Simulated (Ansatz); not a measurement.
Consider the ligand exchange at a Ga–N bond: `C[N](C)[Ga]([NH2])[NH2]` + CH₃OH → `C[O][Ga]([NH2])[NH2]` + dimethylamine.

Program: Ansatz. Geometries: PBE0-D4/def2-TZVP. ΔE: electronic, gas phase. CCSD(T)/CBS adds triple-zeta CCSD(T) − MP2 to the extrapolated MP2 energy (def2 sets, frozen cores). This one scheme is used for every species. Functionals use def2-TZVPP. B3LYP here is the variant with VWN-RPA as its local correlation; programs differ in this. HSE06 is defined as in plane-wave codes. For Ga outer-core shells are correlated without core-valence functions, which leaves a few kJ/mol of doubt a bond. Scalar relativity is left out up to krypton. Each species was taken in one conformer, which may not be the lowest.

| level | ΔE (kJ/mol) | difference from CCSD(T)/CBS |
| --- | --- | --- |
| PBE-D4 | -22.5 | -2.6 |
| revPBE-D4 | -21.2 | -1.3 |
| r2SCAN-D4 | -26.7 | -6.8 |
| r2SCAN0-D4 | -25.6 | -5.7 |
| CAM-B3LYP-D4 | -26.2 | -6.3 |
| ωB97M-V | -25.2 | -5.3 |
| B3LYP | -31.9 | -12.0 |
| r2SCANh | -27.9 | -8.0 |
| HSE06 | -26.6 | -6.7 |
| MP2/def2-SVP | -27.2 | -7.3 |
| CCSD(T)/def2-SVP | -27.6 | -7.7 |
| HF/def2-TZVPP | -38.6 | -18.7 |
| SCS-MP2/def2-TZVPP | -24.4 | -4.5 |
| CCSD(T)/def2-TZVPP | -22.5 | -2.6 |
| MP2/def2-QZVPP | -19.1 | 0.8 |
| HF/CBS(def2) | -38.8 | -18.9 |
| CCSD(T)/CBS | -19.9 | 0 |

Largest T1 diagnostic among the species: 0.013.

The D4 term adds +7.4 kJ/mol with B3LYP and +4.3 kJ/mol with PBE0; it sums over pairs of atoms, weighted by their polarisabilities, and B3LYP, whose exchange is more repulsive, gets the larger term. Leaving LDA and LC-ωPBE aside and taking each functional with its dispersion term where it has one, the values, not all of them listed here, spread over 8.2 kJ/mol, from B97M-V to revPBE-D4. LDA lies +8.7 kJ/mol from PBE without D4. At CCSD(T), def2-SVP lies −7.7 kJ/mol from the extrapolated value and def2-TZVPP −2.6 kJ/mol.
